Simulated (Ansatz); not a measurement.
Gas-phase electronic energies from Ansatz, PBE0-D4/def2-TZVP geometries. CCSD(T)/CBS adds triple-zeta CCSD(T) − MP2 to the extrapolated MP2 energy (def2 sets, frozen cores). This one scheme is used for every species. Functionals use def2-TZVPP. Each species was taken in one conformer, which may not be the lowest.

Consider the redistribution: `N[SiH]([AlH2])[SiH3]` + `NBN` → `N[Si](N)([AlH2])[SiH3]` + `BN`.

`N[SiH]([AlH2])[SiH3]`:

```xyz
12

N     0.504   -1.486    1.269
Si   -0.327   -0.115    0.586
Al    0.783    2.088    0.643
Si   -0.836   -0.629   -1.645
H     0.707   -1.473    2.257
H     1.300   -1.849    0.767
H    -1.638    0.004    1.296
H     0.013    3.403    0.177
H     2.298    2.234    1.114
H    -1.696   -1.836   -1.779
H     0.421   -0.871   -2.411
H    -1.529    0.531   -2.273
```

`NBN`:

```xyz
8

N    -0.928    0.518   -0.664
B    -0.130   -0.462   -0.040
N     1.031   -0.149    0.696
H    -0.740    1.505   -0.639
H    -1.751    0.278   -1.183
H    -0.453   -1.613   -0.138
H     1.588   -0.859    1.134
H     1.383    0.782    0.835
```

`N[Si](N)([AlH2])[SiH3]`:

```xyz
14

N    -1.201    0.595    1.435
Si   -0.380   -0.033    0.046
N    -1.508   -0.004   -1.258
Al    0.485   -2.351    0.137
Si    1.452    1.434   -0.220
H    -2.009    0.118    1.804
H    -0.677    1.044    2.169
H    -1.470   -0.697   -1.987
H    -1.918    0.859   -1.579
H     0.215   -3.397   -1.039
H     1.363   -2.847    1.371
H     1.033    2.780   -0.710
H     2.406    0.869   -1.220
H     2.211    1.629    1.050
```

`BN`:

Cartesian coordinates in Å:
```
B 0.074 0.444 -0.513
N -0.076 -0.457 0.528
H 0.432 0.041 -1.582
H -0.158 1.602 -0.317
H -0.373 -0.188 1.451
H 0.101 -1.442 0.434
```

| level | ΔE (kJ/mol) |
| --- | --- |
| r2SCAN-D4 | 42.6 |
| B2PLYP | 41.2 |
| PBE0 | 47.0 |
| SCS-MP2/def2-QZVPP | 36.1 |

Problem. What does CCSD(T)/CBS give? (Estimate.)

Solution. The calculation gave: +36.9 kJ/mol. The listed levels differ from it by 5.7, 4.3, 10.1, -0.8 kJ/mol.

Largest T1 diagnostic among the species: 0.013.

In def2-TZVPP, CCSD(T) changes the Hartree–Fock value by −6.1 kJ/mol (the triples alone add −1.5 kJ/mol) and MP2 by −7.4 kJ/mol. The D4 term adds −5.8 kJ/mol with B3LYP and −3.3 kJ/mol with PBE0; it sums over pairs of atoms, weighted by their polarisabilities, and B3LYP, whose exchange is more repulsive, gets the larger term.

B3LYP here is the variant with VWN-RPA as its local correlation; programs differ in this.
